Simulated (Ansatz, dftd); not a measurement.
Reaction: BP2H4 (SMILES [B](P)P, doublet) → BP2H4 (SMILES [PH]BP, doublet)
Each species at its own B3LYP-D3(BJ)/def2-TZVP minimum (Ansatz, a quantum-chemistry and plane-wave program).

Quantity: isomerisation energy (electronic), in kcal/mol. Open shells are spin-unrestricted; no spin-orbit coupling. CBS(X,Y): correlation extrapolated as X^-3, Hartree-Fock from the larger set. A bracket is a step between two methods taken in the basis named. Functionals run without relativity, which enters their misses. Double hybrids freeze cores in their MP2 part. '+ core + X2C': CCSD(T) terms for core correlation (cc-pwCVTZ, 1s frozen past Ne) and scalar relativity (cc-pVTZ-DK).

Compared with CCSD(T)/CBS(cc-pV(T+d)Z,cc-pV(Q+d)Z) + [CCSDT(Q) - CCSD(T)]/cc-pV(D+d)Z + core + X2C (Ansatz): -17.7 kcal/mol.

Costs are rough ratios of core time, to one figure, on one kind of shared machine, summed over the single points of the molecules; atoms, geometries and frequencies are left out. The first row took roughly 20 core seconds; short runs hold start-up time.

```
level                           program  cost relative to the first row  difference (kcal/mol)
-----------------------  --------------  ------------------------------  ---------------------
PBE-D4/def2-TZVPD        Ansatz + dftd4                               1                    1.1
PBE0-D4/def2-TZVPD       Ansatz + dftd4                               1                    1.3
r2SCAN/def2-TZVPD                Ansatz                               2                    2.3
r2SCANh/def2-TZVPD               Ansatz                               2                    2.1
B2GP-PLYP-D4/def2-TZVPD  Ansatz + dftd4                               2                   -0.4
B2GP-PLYP/def2-TZVPD             Ansatz                               2                   -0.4
```

The dearest row costs roughly 2 times the first. Costs within a factor of two don't rank. The table holds for this case alone.
